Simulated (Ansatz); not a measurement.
`[F][Hf]([F])([F])[Cl]` + H₂Se → `[F][Hf]([F])([F])[SeH]` + HCl at 700 K and 1 bar (ligand exchange at the Hf–Cl bond).

Computed with Ansatz on PBE0-D4/def2-TZVP structures; ΔE is electronic, products minus reactants. CCSD(T)/CBS is the MP2 limit (def2-TZVPP, def2-QZVPP) plus CCSD(T) − MP2 in def2-TZVPP, frozen cores. This one scheme is used for every species. def2 core potentials past Kr. For Hf, Se outer-core shells are correlated without core-valence functions, which leaves a few kJ/mol of doubt a bond. Scalar relativity is left out up to krypton. One conformer a species, not always the lowest.

```csv
species,CCSD(T)/CBS energy (Eh),H − E (kJ/mol),S (J/(mol·K))
`[F][Hf]([F])([F])[Cl]`,-807.38599,78.8,435.8
H₂Se,-2401.89790,61.1,251.1
`[F][Hf]([F])([F])[SeH]`,-2748.87958,105.3,495.5
HCl,-460.38127,38.4,211.8
```

H − E and S are ideal-gas, rigid-rotor, harmonic terms from PBE0-D4/def2-TZVP, for one conformer and one mirror image of each species. 1 Eh = 2625.50 kJ/mol, R = 8.31446 J/(mol·K).

Question: By hand: ΔE, ΔH, ΔS and ΔG.

Answer: ΔE = (-2748.87958) + (-460.38127) − (-807.38599) − (-2401.89790) = 0.02304 Eh = 60.5 kJ/mol. Δ(H − E) = 105.3 + 38.4 − 78.8 − 61.1 = 3.8, so ΔH = 64.3 kJ/mol. ΔS = 495.5 + 211.8 − 435.8 − 251.1 = 20.4 J/(mol·K). ΔG = 64.3 − 700 × (20.4)/1000 = 50.0 kJ/mol.

Question: By hand: the equilibrium constant, and the temperature at which ΔG would vanish if ΔH and ΔS stayed fixed.

Answer: log₁₀ K = −ΔG/(RT ln 10) = -3.7. ΔG = 0 at ΔH/ΔS = 3152 K, far beyond where these terms or the molecules hold.

ΔH outweighs TΔS. A doubt of 5 kJ/mol in ΔE shifts log₁₀ K by 0.4 here. Other conformers and mirror images would add mixing entropy, several J/(mol·K) or more a flexible species. Modes under 60 cm⁻¹, often nearly free rotors, make the harmonic entropy too high. These are equilibria of isolated gas molecules and say nothing of rates. Largest T1 diagnostic: 0.016 (customary marks: 0.02 for closed shells, 0.045 for open ones).
